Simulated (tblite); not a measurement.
C₂H₅ (SMILES [CH2]C), doublet, geometry from GFN2-xTB; GFN1-xTB (tblite).

Input for tblite:
```
$ tblite run mol.xyz --method gfn1 --charge 0 --spin 1 --grad --json tblite.json --no-restart

# file mol.xyz
7

C      0.77663934    -0.10802493    -0.02608915
C     -0.67917820     0.09855658     0.00501522
H      1.44586940     0.69059131     0.22632164
H      1.18490479    -1.08700828    -0.18190609
H     -1.08591799    -0.07299585     1.01204191
H     -0.93883967     1.12118761    -0.26794879
H     -1.19078337    -0.59496465    -0.66206507
```

Predict the main parts of the log of this tblite run.


```
xTB calculator
 | screened Coulomb repulsion
 | Coulomb electrostatics
 |  * isotropic Klopman-Ohno-Mataga-Nishimoto electrostatics
 |  * onsite third-order electrostatics
 | DFT-D3(BJ) dispersion correction

halogen bonding energy    0.0000000000000E+00 Eh
repulsion energy          1.0523905287853E-01 Eh
dispersion energy        -1.1163123118119E-03 Eh
number of electrons       1.3000000000000E+01 e
integral cutoff           1.9731147476801E+01 bohr

------------------------------------------------------------
  cycle        total energy    energy error   density error
------------------------------------------------------------
      1     -6.837008195745  -6.9411309E+00   5.4604296E-01
      2     -6.837673361444  -6.6516570E-04   3.2572061E-01
      3     -6.837680406916  -7.0454721E-06   5.2079382E-03
      4     -6.837695528987  -1.5122071E-05   7.2560014E-04
      5     -6.837695873066  -3.4407902E-07   1.4736222E-04
      6     -6.837695881126  -8.0602547E-09   1.7849229E-05
------------------------------------------------------------

electronic energy        -6.9418186216929E+00 Eh
total energy             -6.8376958811262E+00 Eh

Post processing:
 | Mayer-Wiberg bond orders

[Info] Tight-binding results written to 'tblite.txt'
[Info] JSON dump of results written to 'tblite.json'
```
